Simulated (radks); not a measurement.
Results of a calculation; reference values are marked as such.
Ionisation of K+, [Ar], to K2+, [Ne] 3s2 3p5, under several functionals. Non-relativistic Kohn-Sham, spin-unpolarised, spherical densities, point nucleus; a radial shooting solver on a logarithmic mesh with Libxc functionals.

functional                          E(K+) (hartree)  Exc (hartree)  IE (eV)  -e(HOMO) (eV)  <r> HOMO (bohr)  IE error (eV)
SOGGA                                    -598.62864      -32.15041   31.789         24.750            1.428         +0.164
XLYP                                     -599.92339      -33.47214   31.833         24.791            1.430         +0.208
B86b exchange with PBE correlation       -599.74234      -33.29274   31.975         24.926            1.427         +0.350
OLYP                                     -599.81589      -33.39327   32.016         24.945            1.425         +0.391
PW91                                     -599.75358      -33.30464   32.017         24.966            1.427         +0.392
PBE                                      -599.54697      -33.09166   31.943         24.896            1.427         +0.318
HCTH/407                                 -599.87628      -33.47060   32.405         25.322            1.420         +0.780
BP86                                     -599.81712      -33.36885   32.020         24.975            1.426         +0.395
exchange-only B88                        -598.99474      -32.52667   30.796         23.775            1.433         -0.829

NIST Atomic Spectra Database: 31.625 eV (measured). Closest: SOGGA. The Delta-SCF values span 1.61 eV, the total energies 1.29 hartree. The highest occupied level is 3p. Spin polarisation and multiplet splitting are left out, so open shells lie too high by an amount that depends on their filling.

Beside tabulated values, note that spin-unpolarised runs miss the spin-polarisation part of the exchange energy of open shells.
